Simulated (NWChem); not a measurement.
System: C3H8As, doublet; SMILES C[C]([AsH2])C

```xyz
12

C     -0.0394     1.6446     1.2807
C      0.1204     0.8979     0.0000
C     -0.0394     1.6446    -1.2807
As    -0.0501    -1.0222     0.0000
H     -1.0866     1.9717     1.4454
H      0.5712     2.5655     1.2732
H      0.2571     1.0538     2.1609
H      0.5712     2.5655    -1.2732
H     -1.0866     1.9717    -1.4454
H      0.2571     1.0538    -2.1609
H      0.9608    -1.2859    -1.1137
H      0.9608    -1.2859     1.1137
```
Atoms are numbered in this order, from 1.

Computed with NWChem. Spin-unrestricted. In the optimisation the excess spin sits in a' (Cs, its own frame). The geometry was optimised at PBE0/def2-SVP, spin-unrestricted. No stability test was run on the SCF state. Total energies compare along this basis series because the functional is fixed.

```csv
level,basis functions,energy (Ha),highest occupied level (eV),"lowest empty minus highest occupied level, either spin (eV)",dipole (D),<S²>
UHF/pcseg-1,109,-2352.0807,-8.21,11.29,1.06,0.768
UHF/aug-pcseg-1,177,-2352.0916,-8.19,8.96,1.14,0.769
UHF/pcseg-2,245,-2352.4603,-8.20,10.66,1.10,0.769
UHF/STO-3G,41,-2326.1216,-6.28,14.54,0.77,0.769
UHF/def2-SVP,114,-2352.0466,-8.21,[?],[?],0.768
```

**Question.** Some entries are withheld; supply them.

**Answer.** 
- UHF/def2-SVP, lowest empty minus highest occupied level, either spin (eV): 11.50
- UHF/def2-SVP, dipole (D): 1.02
